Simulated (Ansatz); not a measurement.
Compare A (`C=C[Si](O)(O)S`) with its isomer B (`O[Si]1(S)CCO1`).

Calculated with Ansatz (gas phase, PBE0-D4/def2-TZVP geometries, no zero-point term in ΔE). CCSD(T)/CBS adds triple-zeta CCSD(T) − MP2 to the extrapolated MP2 energy (def2 sets, frozen cores). DFT in def2-TZVPP. B3LYP here is the variant with VWN-RPA as its local correlation; programs differ in this. Each species was taken in one conformer, which may not be the lowest.

Question: Which is lower in electronic energy at CCSD(T)/CBS, and by how much? (Best estimate.)

Answer: The calculation gave: A, by 37.7 kJ/mol.

Question: Give E(B) − E(A) in kJ/mol with r2SCAN-D4, PBE-D4, B3LYP, PBE0-D4, B2PLYP, B3LYP-D4, CCSD(T)/def2-TZVPP. (An estimate is asked.)

Answer: The calculation gave: r2SCAN-D4 26.9, PBE-D4 20.9, B3LYP 40.0, PBE0-D4 17.9, B2PLYP 37.6, B3LYP-D4 40.9, CCSD(T)/def2-TZVPP 34.8. None reverses the order clearly.

Largest T1 diagnostic: 0.012.

From PBE to PBE0 (25 % exact exchange), in def2-TZVPP and without D4, E(B) − E(A) moves by −3.0 kJ/mol. In def2-TZVPP, CCSD(T) changes the Hartree–Fock value by −16.0 kJ/mol (the triples alone add −0.5 kJ/mol) and MP2 by −20.5 kJ/mol.
